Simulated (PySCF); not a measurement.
Ga(Br)(Me)(NH2) (CH5BrGaN), SMILES [CH3][Ga]([Br])[NH2].

Coordinates come from a TPSSh-D3(BJ)/def2-SVP optimisation. The structure was generated by enumeration; whether it is a known compound was not checked. The values are those of a single conformer.

Computed with PBE0/def2-TZVP (PySCF).

Isolated molecule, no solvent.

Computed frontier levels, gap, dipole moment and polarisability:
- highest occupied level = -7.48 eV
- lowest empty level = -0.29 eV
- orbital gap = 7.19 eV
- dipole moment = 2.93 D
- quadrupole, principal values (traceless, Buckingham form, about the centre of nuclear charge) = -2.08, -0.63, 2.71 D·Å
- mean static polarisability = 67.0 bohr³ (9.93 Å³)
- polarisability, principal values = 50.5, 70.1, 80.3 bohr³
